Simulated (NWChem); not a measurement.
Program: NWChem. System: As2, charge 0, spin multiplicity 1, at a geometry optimised with PBE0/def2-SVP. Level: B3LYP/def2-SVP, VWN1-RPA local correlation, spin-restricted.

Job file:

```
start mol
memory heap 200 mb stack 900 mb global 1100 mb
geometry units angstroms nocenter noautoz noautosym
  As     0.000000     0.000000     1.045631
  As     0.000000     0.000000    -1.045631
end
basis spherical
  * library def2-svp
end
dft
  xc b3lyp
  semidirect memsize 60000000 filesize 0
  iterations 100
end
task dft energy
```

NWChem printed:

```
             Northwest Computational Chemistry Package (NWChem) 7.3.0
             --------------------------------------------------------

                                NWChem Input Module
                                -------------------

 Scaling coordinates for geometry "geometry" by  1.889725989
 (inverse scale =  0.529177249)

                             Geometry "geometry" -> ""
                             -------------------------

 Output coordinates in angstroms (scale by  1.889725989 to convert to a.u.)

  No.       Tag          Charge          X              Y              Z
 ---- ---------------- ---------- -------------- -------------- --------------
    1 As                  33.0000     0.00000000     0.00000000     1.04563100
    2 As                  33.0000     0.00000000     0.00000000    -1.04563100

 Effective nuclear repulsion energy (a.u.)     275.5628056937

            Nuclear Dipole moment (a.u.)
            ----------------------------
        X                 Y               Z
 ---------------- ---------------- ----------------
     0.0000000000     0.0000000000     0.0000000000


 Summary of "ao basis" -> "" (spherical)
 ------------------------------------------------------------------------------
       Tag                 Description            Shells   Functions and Types
 ---------------- ------------------------------  ------  ---------------------
 *                          def2-svp                  on all atoms

                                 NWChem DFT Module
                                 -----------------

 Summary of "ao basis" -> "ao basis" (spherical)
 ------------------------------------------------------------------------------
       Tag                 Description            Shells   Functions and Types
 ---------------- ------------------------------  ------  ---------------------
 As                         def2-svp                12       32   5s4p3d

 Summary of "ao basis" -> "ao basis" (spherical)
 ------------------------------------------------------------------------------
       Tag                 Description            Shells   Functions and Types
[...]
 Vector   33  Occ=2.000000D+00  E=-2.623131D-01
              MO Center= -4.1D-09,  3.7D-09,  3.3D-05, r^2= 2.7D+00
   Bfn.  Coefficient  Atom+Function         Bfn.  Coefficient  Atom+Function
  ----- ------------  ---------------      ----- ------------  ---------------
    15      0.273978  1 As px                47      0.273966  2 As px
    12      0.259011  1 As px                44      0.259000  2 As px
    16     -0.238767  1 As py                48     -0.238757  2 As py
    13     -0.225724  1 As py                45     -0.225715  2 As py
     9     -0.157711  1 As px                41     -0.157705  2 As px

 Vector   34  Occ=0.000000D+00  E=-9.804395D-02
              MO Center=  2.4D-10,  3.7D-10, -2.8D-05, r^2= 3.6D+00
   Bfn.  Coefficient  Atom+Function         Bfn.  Coefficient  Atom+Function
  ----- ------------  ---------------      ----- ------------  ---------------
    16      0.429839  1 As py                48     -0.429849  2 As py
    15      0.387022  1 As px                47     -0.387031  2 As px
    13      0.266466  1 As py                45     -0.266471  2 As py
    12      0.239923  1 As px                44     -0.239927  2 As px
    10     -0.161496  1 As py                42      0.161500  2 As py

 Vector   35  Occ=0.000000D+00  E=-9.804395D-02
              MO Center= -6.0D-10,  5.8D-10, -2.8D-05, r^2= 3.6D+00
   Bfn.  Coefficient  Atom+Function         Bfn.  Coefficient  Atom+Function
  ----- ------------  ---------------      ----- ------------  ---------------
    15      0.429839  1 As px                47     -0.429849  2 As px
    16     -0.387022  1 As py                48      0.387031  2 As py
    12      0.266466  1 As px                44     -0.266471  2 As px
    13     -0.239923  1 As py                45      0.239927  2 As py
     9     -0.161496  1 As px                41      0.161500  2 As px

 Vector   36  Occ=0.000000D+00  E= 6.261224D-02
              MO Center= -3.4D-10,  2.0D-10,  3.6D-06, r^2= 4.8D+00
   Bfn.  Coefficient  Atom+Function         Bfn.  Coefficient  Atom+Function
  ----- ------------  ---------------      ----- ------------  ---------------
    17      1.286507  1 As pz                49      1.286506  2 As pz
     5     -0.851486  1 As s                 37      0.851491  2 As s
     4     -0.465241  1 As s                 36      0.465232  2 As s
    14      0.247148  1 As pz                46      0.247156  2 As pz
     3      0.225579  1 As s                 35     -0.225577  2 As s

 center of mass
 --------------
 x =   0.00000000 y =   0.00000000 z =   0.00000000

 moments of inertia (a.u.)
 ------------------
         585.048151349117           0.000000000000           0.000000000000
           0.000000000000         585.048151349117           0.000000000000
           0.000000000000           0.000000000000           0.000000000000

     Multipole analysis of the density
     ---------------------------------

     L   x y z        total         alpha         beta         nuclear
     -   - - -        -----         -----         ----         -------
     0   0 0 0     -0.000000    -33.000000    -33.000000     66.000000

     1   1 0 0      0.000000      0.000000      0.000000      0.000000
     1   0 1 0     -0.000000     -0.000000     -0.000000      0.000000
     1   0 0 1     -0.000303     -0.000151     -0.000151      0.000000

     2   2 0 0    -26.107139    -13.053569    -13.053569      0.000000
     2   1 1 0      0.000000      0.000000      0.000000      0.000000
     2   1 0 1     -0.000000     -0.000000     -0.000000      0.000000
     2   0 2 0    -26.107139    -13.053569    -13.053569      0.000000
     2   0 1 1      0.000000      0.000000      0.000000      0.000000
     2   0 0 2    -25.656668   -141.673613   -141.673613    257.690559

 Task  times  cpu:        1.2s     wall:        1.2s

 Total times  cpu:        1.2s     wall:        1.2s
```
